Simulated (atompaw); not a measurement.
**Before and after: PAW (atompaw) potential for manganese (Mn)**

```
Element                 : manganese (Mn)
Generator               : atompaw 4.2.0.5
Type                    : PAW
Functional              : PBE
Relativity              : scalar-relativistic
Frozen core             : [Ar]
Valence charge          : 7
Reference configuration : 3d5 4s0.5 4p0 (charge +1.5)
Partial waves           : 4s (bound): rc 2.25 bohr; 4s channel at 1.05 Ry: rc 2.25 bohr; 4p (bound, empty): rc 2.15 bohr; 4p channel at -0.15 Ry: rc 2.15 bohr; 3d (bound): rc 2.25 bohr; 3d channel at -0.8 Ry: rc 1.35 bohr
Local potential         : troulliermartins scheme with l = 3 at 0 Ry, radius 2.20 bohr
Core correction         : smooth core density matched at 2.20 bohr
Augmentation charge     : besselshape compensation charge, radius 1.75 bohr; PAW radius 2.25 bohr; waves and projectors: custom rrkj gramschmidtortho
```

All-electron outer shells of the reference configuration (PBE, scalar-relativistic, ld1.x):

```csv
shell,level (eV),outermost node (bohr),outermost maximum (bohr)
3p,-67.47,0.31,0.75
3d,-19.47,–,0.76
4s,-15.57,1.05,2.32
4p,-10.47,1.14,2.80
```

Change: local potential troulliermartins scheme with l = 3 at 0 Ry, radius 2.06 bohr.

Cutoffs: the cutoffs (Ry, on a coarse ladder) from which the occupation-weighted sum of valence levels, in a spherical-Bessel basis at the reference potential, stays within 10 and 1 mRy of its value at 400 Ry; they do not see the model core or the augmentation charge, which bear on the density cutoff.

**Question.** What does the change do?

**Answer.** The potential gets neither clearly harder nor softer (18 Ry and 25 Ry → 18 Ry and 25 Ry); both files keep a bound ghost (p).

| quantity | base | changed |
| --- | --- | --- |
| cutoff, loose | 18 Ry | 18 Ry |
| cutoff, tight | 25 Ry | 25 Ry |
| bound ghosts | p | p |
| s: phases at 2.27 bohr within 0.05 rad from the reference energy up to (Ry; the scan ends near 5) | 2.2 | 1.3 |
| p: phases at 2.27 bohr within 0.05 rad from the reference energy up to (Ry; the scan ends near 5) | to the end of the scan | n/a |
| d: phases at 2.27 bohr within 0.05 rad from the reference energy up to (Ry; the scan ends near 5) | 1.0 | 1.0 |
| lowest overlap eigenvalue by channel | s 0.48, p 0.70, d 0.10 | s 0.46, p 0.69, d 0.11 |

 A true bound ghost makes a file unfit for plane-wave use even where its test errors are small: the radial tests pick states by their node count and pass the ghost by. The cutoffs see the waves, projectors and local potential, not the compensation charge or the core.
